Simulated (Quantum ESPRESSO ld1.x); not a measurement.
ld1.x (Quantum ESPRESSO 7.5) input

```
 &input
    zed=76.0,
    iswitch=1,
    rel=1,
    lsd=1,
    dft='SLA-VWN',
    config='[Kr] 4d8 5s0 5p0',
    verbosity='high',
    prefix='ld1',
    max_out_wfc=37,
    file_charge='ld1.rho',
 /
```

It prints (banner and zero overlaps left out):

```
     Program LD1 v.7.5 starts

     --------------------------- All-electron run ----------------------------

     scalar relativistic calculation

     atomic number is 76.00
     dft =SLA-VWN   lsd =1 sic =0 latt =0  beta=0.20 tr2=1.0E-14
     Exchange-correlation= SLA-VWN
                           (   1   2   0   0   0   0   0)
     mesh =2117 r(mesh) =  99.21276 a.u. xmin = -8.00 dx = 0.00800
     1 Ry =  13.60569312 eV, c = 137.03599908

     n l     nl                  e(Ry)          e(Ha)          e(eV)
     1 0     1S 1( 1.00)   -5515.300089156   -2757.650044578 -75039.4804943
     2 0     2S 1( 1.00)   -1035.267860780    -517.633930390 -14085.5368139
     2 1     2P 1( 3.00)    -913.305465470    -456.652732735 -12426.1538907
     3 0     3S 1( 1.00)    -309.603594596    -154.801797298  -4212.3714978
     3 1     3P 1( 3.00)    -273.753580896    -136.876790448  -3724.6072130
     4 0     4S 1( 1.00)    -127.523738593     -63.761869297  -1735.0488532
     4 1     4P 1( 3.00)    -114.703444135     -57.351722068  -1560.6198611
     3 2     3D 1( 5.00)    -234.026122824    -117.013061412  -3184.0876099
     4 2     4D 1( 5.00)     -99.416286790     -49.708143395  -1352.6274895
     5 0     5S 1( 0.00)     -68.305695788     -34.152847894   -929.3463354
     5 1     5P 1( 0.00)     -62.825640709     -31.412820354   -854.7863877
     1 0     1S 2( 1.00)   -5515.293342066   -2757.646671033 -75039.3886954
     2 0     2S 2( 1.00)   -1035.119957238    -517.559978619 -14083.5244837
     2 1     2P 2( 3.00)    -913.180487089    -456.590243544 -12424.4534732
     3 0     3S 2( 1.00)    -309.504895499    -154.752447749  -4211.0286282
     3 1     3P 2( 3.00)    -273.649076332    -136.824538166  -3723.1853560
     4 0     4S 2( 1.00)    -127.203098705     -63.601549353  -1730.6863253
     4 1     4P 2( 3.00)    -114.388486930     -57.194243465  -1556.3346500
     3 2     3D 2( 5.00)    -233.892607301    -116.946303651  -3182.2710387
     4 2     4D 2( 3.00)     -99.101708940     -49.550854470  -1348.3474398
     5 0     5S 2( 0.00)     -68.158901096     -34.079450548   -927.3490919
     5 1     5P 2( 0.00)     -62.691874556     -31.345937278   -852.9664065

     final scf error:  9.5E-15 reached in  35 iterations

     Etot =  -33414.545453 Ry,  -16707.272727 Ha, -454628.051279 eV
     Total magnetization:    2.00 Bohr mag.

     Ekin =   37156.525651 Ry,   18578.262826 Ha,  505540.285527 eV
     Encl =  -78693.608278 Ry,  -39346.804139 Ha,-1070681.084965 eV
     Eh   =    8679.905495 Ry,    4339.952748 Ha,  118096.130506 eV
     Exc  =    -557.368322 Ry,    -278.684161 Ha,   -7583.382346 eV
```

Run on one thread of a shared host, so times are rough (Intel(R) Xeon(R) Processor @ 2.60GHz): 0.78 s of CPU time, 0.84 s wall, 35 iterations on 2117 mesh points.
